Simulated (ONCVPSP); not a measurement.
Before and after: ONCV potential for tin

* Element: tin (Sn)
* Generator: ONCVPSP 4.0.1
* Type: optimised norm-conserving Vanderbilt (ONCV)
* Functional: PBE
* Relativity: scalar-relativistic
* Frozen core: [Kr] 4d10
* Valence charge: 4
* Reference configuration: 5s2 5p2
* Partial waves: 5s: rc 1.80 bohr, ncon 4, nbas 7, qcut 3.1 1/bohr, 2 projectors, debl 1 Ha; 5p: rc 2.25 bohr, ncon 3, nbas 6, qcut 4.2 1/bohr, 3 projectors, debl 3.5 Ha
* Local potential: polynomial inside 1.35 bohr (lpopt 3, dvloc0 0 Ha)
* Core correction: polynomial model core, fcfact 0.15

Change: local potential polynomial inside 1.60 bohr (lpopt 5, dvloc0 1 Ha).

Cutoffs: the cutoffs (Ha) at which the residual kinetic energy of the hardest occupied pseudo-wave falls to 1 and 0.1 mHa per electron; they do not see the model core or the augmentation charge, which bear on the density cutoff. Errors are all-electron minus pseudo energies relative to the spin-unpolarised reference configuration.

Predict the effect on cutoff, ghosts and configuration errors.

The potential gets neither clearly harder nor softer (9.0 Ha and 22 Ha → 9.0 Ha and 22 Ha); the lowest positive-energy flag moves from s at 1.2 eV to s at 24.0 eV; the errors of the 4 common tests hardly move; neither file shows a bound ghost.

| quantity | base | changed |
| --- | --- | --- |
| cutoff, loose | 9.0 Ha | 9.0 Ha |
| cutoff, tight | 22 Ha | 22 Ha |
| bound ghosts | none | none |
| GHOST(+) flags under 300 eV | s at 1.2 eV, p at 210.0 eV | s at 24.0 eV, p at 224.7 eV |
| error for 5s2 5p1, meV [ΔE 6.87 eV] | -9.8 | -9.8 |
| error for 5s2 5p0, meV [ΔE 20.83 eV] | -66 | -66 |
| error for 5s1 5p0, meV [ΔE 51.80 eV] | -302 | -305 |
| error for 5s2 5p1.5, meV [ΔE 2.62 eV] | -1.9 | -1.9 |
| s: phases at 1.82 bohr within 0.05 rad from the reference energy up to (Ha; the scan ends near 5) | 0.0 | 0.9 |
| p: phases at 2.29 bohr within 0.05 rad from the reference energy up to (Ha; the scan ends near 5) | to the end of the scan | to the end of the scan |
| rms error of d²Exc/dni dnj with the model core, mHa | 0.50 | 0.51 |

Base: The cutoffs count occupied waves only; projector 2 of the s channel, the hardest unoccupied one, needs 39 Ha at the loose tolerance. Changed file: The cutoffs count occupied waves only; projector 2 of the s channel, the hardest unoccupied one, needs 39 Ha at the loose tolerance.
